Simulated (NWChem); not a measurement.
# ZnBrF; SMILES [F][Zn][Br]

```xyz
3

Zn    -0.2153     0.7148     0.0000
F     -0.5486     2.4215     0.0000
Br     0.2101    -1.4638     0.0000
```
Atoms are numbered in this order, from 1.

The geometry was optimised at PBE0/def2-SVP.

### Question
List the 4 lowest vertical singlet excitations from PBE0/def2-SVPD, TDA (NWChem).

### Answer
```json
[
 {"state": "S1", "energy (eV)": "5.55", "oscillator strength": "0.022", "leading excitation (squared amplitude)": "HOMO−1 → LUMO (0.85)"},
 {"state": "S2", "energy (eV)": "5.55", "oscillator strength": "0.022", "leading excitation (squared amplitude)": "HOMO → LUMO (0.85)"},
 {"state": "S3", "energy (eV)": "7.13", "oscillator strength": "0.029", "leading excitation (squared amplitude)": "HOMO−3 → LUMO (0.97)"},
 {"state": "S4", "energy (eV)": "7.16", "oscillator strength": "0.000", "leading excitation (squared amplitude)": "HOMO−1 → LUMO+1 (0.49)"}
]
```
